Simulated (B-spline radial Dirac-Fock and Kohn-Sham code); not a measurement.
# The L3 (2p3/2) hole of krypton ions: width and yield against charge

These are calculated numbers from a B-spline atomic structure program; the model is independent-particle rates on relativistic LDA orbitals of the hole state (multipoles up to L = 3, Coulomb Auger matrix elements, transition energies from Dirac-Fock). Tabulated ground configurations, configuration averages; single configurations, so decays that open only by mixing (as 1s 2s² with 1s 2p² in Be-like ions) are missing and such tiny yields are far too low.

```csv
ion,configuration,radiative (eV),non-radiative (eV),yield
Kr,[Ar] 3d10 4s2 4p6,0.0252,1.17,0.0211
Kr³⁺,[Ar] 3d10 4s2 4p3,0.0254,1.16,0.0214
Kr⁴⁺,[Ar] 3d10 4s2 4p2,0.0255,1.16,0.0216
Kr⁵⁺,[Ar] 3d10 4s2 4p1,0.0257,1.15,0.0219
Kr⁶⁺,[Ar] 3d10 4s2,0.0258,1.14,0.0221
Kr⁷⁺,[Ar] 3d10 4s1,0.0259,1.15,0.0221
```
